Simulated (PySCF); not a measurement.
H3O3Zr, charge +1, singlet, at a GFN2-xTB geometry (such geometries of metal compounds can be far from the true shape) (the multiplicity is a formal guess) (core potentials on Zr); PBE0/def2-SV(P) run with PySCF.

The PySCF input:
```python
from pyscf import gto, scf, dft

mol = gto.Mole()
mol.atom = '''
    Zr   -0.000000    0.000000   -0.000000
    O     1.730878   -0.300285   -0.506207
    H     2.645219   -0.458912   -0.773612
    O    -0.623644   -0.685823    1.575776
    H    -0.953085   -1.048111    2.408184
    O    -1.107234    0.986109   -1.069569
    H    -1.692133    1.507023   -1.634572
'''
mol.basis = 'def2-sv(p)'
mol.ecp = {'Zr': 'def2-sv(p)'}
mol.charge = 1
mol.spin = 0
mol.verbose = 4
mol.build()

mf = dft.RKS(mol)
mf.xc = 'pbe0'
mf.kernel()
mf.analyze()
```

Output, abridged:

```
PySCF version 2.14.0

[INPUT] verbose = 4
[INPUT] num. atoms = 7
[INPUT] num. electrons = 38
[INPUT] charge = 1
[INPUT] spin (= nelec alpha-beta = 2S) = 0
[INPUT] symmetry False subgroup None
[INPUT] Mole.unit = angstrom
[INPUT] Symbol           X                Y                Z      unit          X                Y                Z       unit  Magmom
[...]
nuclear repulsion = 142.044656525397
number of shells = 34
number of NR pGTOs = 134
number of NR cGTOs = 72
basis = def2-sv(p)
ecp = {'Zr': 'def2-sv(p)'}

******** <class 'pyscf.dft.rks.RKS'> ********
method = RKS
initial guess = minao
damping factor = 0
level_shift factor = 0
DIIS = <class 'pyscf.scf.diis.CDIIS'>
diis_start_cycle = 1
diis_space = 8
diis_damp = 0
SCF conv_tol = 1e-09
SCF conv_tol_grad = None
SCF max_cycles = 50
direct_scf = True
direct_scf_tol = 1e-13
XC library pyscf.dft.libxc version 7.1.2
    S. Lehtola, C. Steigemann, M. J. T. Oliveira, and M. A. L. Marques,  SoftwareX 7, 1–5 (2018)
XC functionals = pbe0
    C. Adamo and V. Barone,  J. Chem. Phys. 110, 6158 (1999)
    M. Ernzerhof and G. E. Scuseria,  J. Chem. Phys. 110, 5029 (1999)
radial grids:
    Treutler-Ahlrichs [JCP 102, 346 (1995); DOI:10.1063/1.469408] (M4) radial grids

becke partition: Becke, JCP 88, 2547 (1988); DOI:10.1063/1.454033
pruning grids: <function nwchem_prune>
grids dens level: 3
symmetrized grids: False
atomic radii adjust function: <function treutler_atomic_radii_adjust>
small_rho_cutoff = 0
Set gradient conv threshold to 3.16228e-05
Initial guess from minao.
tot grids = 94064
init E= -268.195721310081
[...]
cycle= 1 E= -273.710052299574  delta_E= -5.51  |g|= 1.13  |ddm|= 4.27
[...]
cycle= 2 E= -273.60827378798  delta_E= 0.102  |g|= 1.38  |ddm|= 1.87
[...]
cycle= 3 E= -273.945511521478  delta_E= -0.337  |g|= 0.304  |ddm|= 1.01
[...]
cycle= 4 E= -273.96752664825  delta_E= -0.022  |g|= 0.0257  |ddm|= 0.286
[...]
cycle= 5 E= -273.967720176347  delta_E= -0.000194  |g|= 0.00128  |ddm|= 0.0307
[...]
cycle= 6 E= -273.967720662435  delta_E= -4.86e-07  |g|= 0.00034  |ddm|= 0.00204
[...]
cycle= 7 E= -273.967720693368  delta_E= -3.09e-08  |g|= 1.75e-05  |ddm|= 0.000366
[...]
cycle= 8 E= -273.967720693535  delta_E= -1.68e-10  |g|= 9e-06  |ddm|= 3.63e-05
[...]
Extra cycle  E= -273.96772069349  delta_E= 4.57e-11  |g|= 1.78e-05  |ddm|= 1.75e-05
converged SCF energy = -273.96772069349
**** SCF Summaries ****
Total Energy =                        -273.967720693489696
Nuclear Repulsion Energy =             142.044656525397357
One-electron Energy =                 -665.935632336429990
Two-electron Energy =                  249.923255117542936
Two-electron Coulomb Energy =          282.313317431675785
DFT Exchange-Correlation Energy =      -32.390062314132855
HOMO-LUMO gap [eV] =                     6.600006771700763
**** MO energy ****
[...]
WARN: System has nonzero charge 1; the dipole moment is origin-dependent.
Location of origin: [0. 0. 0.]

Dipole moment(X, Y, Z, Debye):  0.00006, -0.00002, -0.00002
```
